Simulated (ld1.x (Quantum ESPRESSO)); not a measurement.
## lead (Pb): RRKJ pseudisation with PBE, fully relativistic reference atom.

lead, norm-conserving RRKJ (Kleinman–Bylander form), made with ld1.x (Quantum ESPRESSO) 7.5 (PBE, fully relativistic). Core [Xe] 4f14 5d10, reference 6s2 6p1.5 (charge +0.5). Waves: 6p (bound): rc 2.00 bohr; 6s (bound): rc 1.60 bohr. Local part: the s channel. Core correction: a·sin(br)/r model core, default radius (core density twice the valence density).

Open shells are filled in proportion to 2j + 1 (rel_dist='average').

* Cutoffs needed: 45 Ry and 100 Ry (the cutoffs (Ry, on a coarse ladder) from which the occupation-weighted sum of valence levels, in a spherical-Bessel basis at the reference potential, stays within 10 and 1 mRy of its value at 400 Ry)
* Ghost test: no extra level below or beside the all-electron valence levels (p1/2, p3/2, s, d, f tested) (spherical-Bessel basis up to 400 Ry, 20 bohr box)
* Largest excitation error: -530 meV (all-electron minus pseudo) for 6s1 6p0, out of 7 test configurations
